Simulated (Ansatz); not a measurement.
A made-up structure of ZnSiH3, doublet:

| atom | x (Å) | y (Å) | z (Å) |
| --- | --- | --- | --- |
| Si1 | -0.1547 | 0.0769 | -0.0573 |
| Zn2 | 1.9812 | -0.9894 | 0.7232 |
| H3 | -1.1589 | 0.1236 | 1.0444 |
| H4 | -0.7521 | -0.6858 | -1.1910 |
| H5 | 3.1943 | -1.9185 | 0.8024 |

It is relaxed with PBE-D4/def2-SVP and then PBE0-D4/def2-TZVP (Ansatz 0.2.0). Atoms count as bonded within 1.22 times the sum of their covalent radii (H–H: 0.88 Å). The end point is not checked to be a true minimum.

(1) Does its bonding change? (A judgement: the text doesn't fix the answer.)

Results:

(1) The calculation gives: No: no bond forms or breaks.

Where it ends: The first stage lowers the energy by 0.20 eV in 6 steps. It ends as ZnSiH₃ ([SiH2][ZnH]):
```
5
angstrom
Si -0.1179 -0.1435 0.0017
Zn 1.9068 -1.1600 0.5760
H -1.1218 0.2061 1.0454
H -0.8437 -0.5309 -1.2402
H 3.2865 -1.7648 0.9388
```

Labels in which every atom is bracketed show which atoms are joined, not bond orders.

For scale, one of the runs: PBE0-D4/def2-TZVP relaxation, 103 basis functions, launched by `ansatz run in.yaml --threads 2 --pin off --events-out ev --progress --plain --max-ram 4352MiB`. The run took about 7 s on 2 CPU threads of an AMD EPYC 9R45 (shared host).
